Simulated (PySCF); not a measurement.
Species: C₄H₄NS, net charge -1, singlet state. It need not be the lowest isomer of its formula. Whether it binds its extra electron was not tested at this geometry. SMILES: s1cc(N)[c-]c1
Geometry from a B3LYP-D3(BJ)/def2-TZVP (Ansatz) optimisation:
```xyz
10

N     -2.3539    -0.5153     0.0054
C     -0.9451    -0.2853    -0.0184
C     -0.0504    -1.3298    -0.4544
C      1.2106    -0.8309    -0.4093
S      1.3416     0.8709     0.1533
C     -0.3793     0.9157     0.3312
H     -2.4914    -1.5187    -0.0295
H     -2.7925    -0.1402     0.8377
H      2.1528    -1.3084    -0.6512
H     -0.8713     1.8223     0.6586
```
Charge -1, spin multiplicity 1.

Dispersion corrections to the total energy (kcal/mol) from the dftd3 and dftd4 libraries through PySCF: D3(BJ) without and D4 with the three-body term, each with the damping fitted for the functional named.

```
functional  D3(BJ)      D4
----------  ------  ------
BHLYP        -8.86     [?]
revPBE      -16.03     [?]
PBE          -6.29   -7.16
BP86        -10.22   -9.52
B2PLYP       -5.23     [?]
B2GP-PLYP    -4.28   -2.99
HF          -52.84  -26.81
```

Task: What belongs in the gaps?

Result: 
- BHLYP, D4: -8.48
- revPBE, D4: -23.31
- B2PLYP, D4: -4.99
